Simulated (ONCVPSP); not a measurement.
# An all-electron radial function and its pseudo partner (oxygen (O))

Columns: radius, all-electron u(r) and pseudo u(r) of the 2s shell (level -39.66 eV) of oxygen in the configuration [He] 2s2 2p3; PBE, scalar-relativistic, ONCV scheme, ONCVPSP 4.0.1.

| r (bohr) | all-electron | pseudo |
| --- | --- | --- |
| 0.050 | -0.3488 | 0.0393 |
| 0.100 | -0.4400 | 0.0826 |
| 0.150 | -0.3860 | 0.1330 |
| 0.200 | -0.2552 | 0.1919 |
| 0.250 | -0.0893 | 0.2596 |
| 0.300 | 0.0861 | 0.3358 |
| 0.350 | 0.2558 | 0.4192 |
| 0.400 | 0.4111 | 0.5080 |
| 0.450 | 0.5483 | 0.5992 |
| 0.500 | 0.6653 | 0.6884 |
| 0.550 | 0.7622 | 0.7708 |
| 0.600 | 0.8399 | 0.8423 |
| 0.650 | 0.8993 | 0.8997 |
| 0.700 | 0.9425 | 0.9425 |
| 0.750 | 0.9713 | 0.9713 |
| 0.800 | 0.9876 | 0.9876 |
| 0.850 | 0.9931 | 0.9930 |
| 0.900 | 0.9895 | 0.9895 |
| 0.950 | 0.9784 | 0.9784 |
| 1.000 | 0.9611 | 0.9610 |
| 1.050 | 0.9388 | 0.9387 |
| 1.100 | 0.9126 | 0.9125 |
| 1.150 | 0.8834 | 0.8833 |
| 1.200 | 0.8519 | 0.8518 |
| 1.250 | 0.8189 | 0.8188 |
| 1.300 | 0.7848 | 0.7848 |

(1) How many radial nodes do the two functions have?

(2) At about which radius was the pseudo-wave matched?

(3) Where does each function peak?

(4) Is the pseudo-wave norm-conserving?

## Answers

(1) The all-electron 2s function has n − l − 1 = 1; the pseudo-wave has 0, since the states of the same l below it are removed with the core.

(2) 0.75 bohr. The columns agree to 0.0005 from 0.65 bohr on; several derivatives are matched, so the curves merge somewhat inside the radius.

(3) Outermost all-electron maximum near 0.85 bohr, pseudo maximum near 0.85 bohr (to the table’s step).

(4) Yes: the ONCV scheme keeps the norm inside the radius equal to the all-electron one, which fixes the energy derivative of the logarithmic derivative at the level.
